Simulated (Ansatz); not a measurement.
Species: MoBr5, charge 1, multiplicity 1. The spin state was set by rule; other spins were not relaxed. 
Coordinates optimised at B3LYP-D3(BJ)/def2-TZVP (Ansatz, a first-principles code):
```xyz
6

Mo     0.0000     0.0000     0.0000
Br     1.9813    -0.3544    -1.2513
Br     1.0768    -0.9208     1.9658
Br    -1.0768     0.9208    -1.9658
Br    -1.6514    -1.6964     0.1101
Br    -0.3299     2.0508     1.1412
```
Charge +1, spin multiplicity 1.

Basis-set convergence of Hartree-Fock and MP2 correlation energies (hartree) with Ansatz. Correlated levels leave the core frozen unless marked. Spin-orbit coupling is left out. The frozen core is the preceding noble-gas configuration, with the filled d and f shells of earlier blocks. In def2 rows, elements after Kr have scalar-relativistic effective core potentials.

The T1 diagnostic of CCSD in the largest basis is 0.035, which is high, so the coupled-cluster rows are less sure than usual.

```tsv
basis	functions	E(HF)	E(corr, MP2)
def2-SVPD	239	-12927.78001	-0.97296
def2-TZVPPD	341	-12929.39178	-1.18172
def2-QZVPPD	571	-12929.64428	-1.27556
```

Extrapolating the two largest sets (X = 3 and 4) as X^-3: E(corr) = (64·(-1.27556) - 27·(-1.18172))/37 = -1.3440 Eh, an estimate of the basis-set limit. The largest set recovers 94.9 % of it, the smallest 72.4 %.
